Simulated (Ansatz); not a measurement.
## Counterpoise correction, worked out

The pair of K⁺ (SMILES [K+], atom 1) and AlCl₃ (SMILES Cl[Al](Cl)Cl, atoms 2–5), both closed shells, in one local arrangement (a lower one may exist), relaxed at PBE0-D4/def2-TZVP:

| atom | x (Å) | y (Å) | z (Å) |
| --- | --- | --- | --- |
| K1 | 0.4563 | 1.0562 | -2.8651 |
| Cl2 | 0.7794 | 1.5366 | 0.3315 |
| Al3 | -0.1271 | -0.2938 | 0.7972 |
| Cl4 | -0.4241 | -0.9921 | 2.6862 |
| Cl5 | -0.6845 | -1.3069 | -0.9498 |

Computed with Ansatz 0.2.0 (basis: def2-TZVPPD); correlated methods freeze the cores. The outer core shell of Li, Na, Mg and K is correlated. The def2 sets are not built for correlating such inner shells, so the correlated values are less sure here.

CCSD(T) total energies in eV:

| system | geometry | basis functions | energy |
| --- | --- | --- | --- |
| pair | pair | all | -60425.31900 |
| K⁺ | as in the pair | all (partner as ghosts) | -16304.27267 |
| AlCl₃ | as in the pair | all (partner as ghosts) | -44120.56391 |
| K⁺ | as in the pair | its own | -16304.24723 |
| AlCl₃ | as in the pair | its own | -44120.54776 |
| K⁺ | free (PBE0-D4 minimum) | its own | -16304.24723 |
| AlCl₃ | free (PBE0-D4 minimum) | its own | -44120.60894 |

(1) Work out the interaction energy with and without the counterpoise correction, the superposition error, and the binding energy from the relaxed fragments.

No T1 diagnostic of these runs exceeds 0.010.

Results:

(1) Without correction: -60425.31900 − (-16304.24723) − (-44120.54776) = -0.52401 eV.
With correction (each fragment in the whole basis): -60425.31900 − (-16304.27267) − (-44120.56391) = -0.48242 eV = -11.12 kcal/mol.
The superposition error is the difference, 0.04159 eV, 8 % of the uncorrected value: each fragment borrows its partner's functions.
Deformation from the free shapes: 0.00000 eV for K⁺ and 0.06118 eV for AlCl₃.
Binding energy from relaxed fragments: -0.48242 + 0.00000 + 0.06118 = -0.42124 eV = -9.71 kcal/mol (electronic, without zero-point energy; negative means bound). For comparison, the corrected interaction energy by CCSD(T) at an estimated basis limit (MP2 extrapolated from triple and quadruple zeta, plus CCSD(T) − MP2 in triple zeta) is -0.541 eV; triple zeta with the correction binds less.

For scale, one of the runs: CCSD(T)/def2-TZVPPD, 237 basis functions, launched by `ansatz run in.yaml --threads 4 --pin off --events-out ev --progress --plain --max-ram 9574MiB`. Hardware: 4 CPU threads of an Arm Neoverse V2, shared host. Wall time 100 s; peak host memory 3.9 GiB.
